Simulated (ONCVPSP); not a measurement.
## osmium (Os) ONCV: all-electron and pseudo phase curves

ONCVPSP 4.0.1 input, shortened (lines: element, Z, core and valence counts, functional; n l f; lmax; l rc ep ncon nbas qcut; lloc lpopt rc5 dvloc0; l nproj debl; icmod fcfact rcfact), PBE, fully relativistic:

```
  Os 76.00   10    4        4      upf
    1    0    2.00
    2    0    2.00
    2    1    6.00
    3    0    2.00
    3    1    6.00
    3    2   10.00
    4    0    2.00
    4    1    6.00
    4    2   10.00
    4    3   14.00
    5    0    2.00
    5    1    6.00
    5    2    6.00
    6    0    2.00
    2
    0    1.70    0.00    4    9    6.30
    1    1.60    0.00    4    7    7.60
    2    1.55    0.00    4    8    5.70
    4    5    1.45    0.00
    0    2    1.70
    1    1    2.40
    2    1    1.50
    3    6.00    1.60
```

Open shells are filled in proportion to 2j + 1.

The phase is arctan(r·R′/R) of the radial function R(r), unwrapped; energies in Ha, scanned from -5 to 5 Ha. A pole is an energy at which the radial function vanishes at the test radius. The pseudo phase is shifted by a multiple of π to meet the all-electron one at the reference energy, and phase errors are pseudo minus all-electron; the curves can meet again beyond the range given. Levels narrower than the energy grid can be missing from the lists of poles.

For each channel, where are the poles, and over which energies does the pseudopotential scatter like the atom?

```tsv
channel	radius (bohr)	reference energy (Ha)	poles, all-electron	poles, pseudo	unbroken range about the reference energy with phases within 0.05 rad	phase error 1 Ha above the reference energy (rad)
s	1.73	-0.23	-3.05	-3.05	the whole range	-0.002
p3/2	1.63	-1.74	-0.75	-0.77	below 1.3	-0.003
p1/2	1.63	-2.19	-1.48	-1.49	below 1.0	-0.002
d5/2	1.57	-0.22	2.13	2.06	below 4.0	-0.002
d3/2	1.57	-0.25	1.95	1.90	below 4.1	-0.002
```

Phases in the d3/2 channel:

| E (Ha) | all-electron | pseudo |
| --- | --- | --- |
| -4.96 | 1.286 | 1.285 |
| -4.48 | 1.262 | 1.260 |
| -4.00 | 1.230 | 1.229 |
| -3.52 | 1.189 | 1.187 |
| -3.04 | 1.131 | 1.129 |
| -2.56 | 1.045 | 1.042 |
| -2.08 | 0.902 | 0.899 |
| -1.60 | 0.635 | 0.630 |
| -1.12 | 0.102 | 0.098 |
| -0.64 | -0.605 | -0.606 |
| -0.16 | -1.051 | -1.051 |
| 0.32 | -1.276 | -1.277 |
| 0.80 | -1.404 | -1.406 |
| 1.28 | -1.488 | -1.491 |
| 1.76 | -1.550 | -1.555 |
| 2.24 | -1.601 | -1.608 |
| 2.72 | -1.648 | -1.659 |
| 3.20 | -1.695 | -1.712 |
| 3.68 | -1.747 | -1.776 |
| 4.16 | -1.811 | -1.861 |
| 4.64 | -1.899 | -1.998 |
